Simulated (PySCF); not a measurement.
C3H9S, SMILES [S+](C)(C)C, charge +1. Atoms are numbered in the order given.

```xyz
13

C     -1.4151    -0.8170    -0.2657
S      0.0000     0.0000     0.5219
C      0.0000     1.6340    -0.2657
C      1.4151    -0.8170    -0.2657
H     -1.3258    -0.7655    -1.3595
H     -2.3208    -0.3035     0.0853
H     -1.4233    -1.8581     0.0853
H      0.0000     1.5309    -1.3595
H      0.8975     2.1617     0.0853
H     -0.8975     2.1617     0.0853
H      1.3258    -0.7655    -1.3595
H      2.3208    -0.3035     0.0853
H      1.4233    -1.8581     0.0853
```
Charge +1, spin multiplicity 1.

Geometry: B3LYP-D3(BJ)/def2-SVP.

Two levels are set side by side: PBE/pcSseg-1 (PySCF) and PBE0/pcSseg-1 (PySCF). GIAO shifts against H2S (³³S), TMS (¹H), TMS (¹³C) at the same level; non-relativistic, no solvent, atoms listed together averaged. Differences are taken from unrounded values.

| quantity | PBE |
|---|---|
| δ(¹³C) of C1, C3, C4 (ppm) | 35.6 |
| δ(³³S) of S2 (ppm) | 293.6 |

These are the PBE values. What does PBE0 give? (Estimate from the structure and the level; the computed values follow.)


```json
[
 {"quantity": "δ(¹³C) of C1, C3, C4 (ppm)", "PBE0": "34.0", "PBE minus PBE0": "1.6"},
 {"quantity": "δ(³³S) of S2 (ppm)", "PBE0": "264.6", "PBE minus PBE0": "29.1"}
]
```

Rough cost on one machine, each run with all the roots and properties that it gave: PBE0 against PBE within a factor of 2.
